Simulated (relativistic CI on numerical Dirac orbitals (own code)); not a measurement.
**Hyperfine structure of Mg⁴⁺, mass number 25**

Calculated at this level of theory: Dirac-Coulomb-Breit CI, orbitals from a KLI potential per configuration, model QED, valence Slater integrals scaled by 0.85, P86 correlation energy added to each configuration (own radial code, finite nucleus).

Configuration list (outside the closed core 1s2): 2s2 2p4, 2s 2p5, 2p6, 2s2 2p3 3s, 2s2 2p3 3p, 2s2 2p3 3d, 2p5 3s, 2s2 2p3 4s, 2s 2p4 3s, 2p5 3p, 2s2 2p3 4p, 2s2 2p3 4d, 2s2 2p3 4f, 2p5 3d, 2s 2p4 3p, 2s2 2p2 3s2. Levels of other configurations are missing.

Nuclear spin I = 5/2, μ = -0.85533 μN, Q = 0.199 b (tables of Stone and Pyykkö). The electronic factors are computed for point nuclear moments, without core polarisation; leaving it out makes A of s and p electrons in near-neutral atoms 20 to 40 % too small, and it can dominate for d and f shells.

| Level | E (cm⁻¹) | A (MHz) | B (MHz) |
| --- | --- | --- | --- |
| 2s2 2p4 3P_2 | 0 | -638.7 | 574 |
| 2s2 2p4 3P_1 | 1772 | -33.11 | -286 |
| 2s2 2p4 1D_2 | 33073 | -1037 | -1160 |
| 2s 2p5 3P°_2 | 293031 | -2984 | -562 |
| 2s 2p5 3P°_1 | 294636 | -3508 | 283 |
| 2s 2p5 1P°_1 | 399660 | -1095 | -573 |
| 2s2 2p3 3s 5S°_2 | 672589 | -459.3 | -0.0538 |
| 2s2 2p3 3s 3S°_1 | 687488 | 409.4 | -0.00924 |

Levels with J = 0, under 50 % of one LS term, or S terms without an open s electron are left out. Small factors come from cancelling terms and can be off by tens of per cent or more.

At this charge configurations can still be misplaced by up to about 7 % of their energy. 55 of the 61 excited levels that our extract of the measured tables holds in this range could be paired (the sources list more); they are missed by 4939 cm⁻¹ on average and 36145 at most, and levels without a partner can miss by more.

(1) Give the hyperfine levels of 2s2 2p4 3P_2 relative to its centre of gravity.

Results:

(1) With K = F(F + 1) − I(I + 1) − J(J + 1), E = AK/2 + B[¾K(K + 1) − I(I + 1)J(J + 1)]/[2I(2I − 1)J(2J − 1)]: F = 1/2: 4872, F = 3/2: 3656, F = 5/2: 1772, F = 7/2: -563.2, F = 9/2: -3050 MHz.
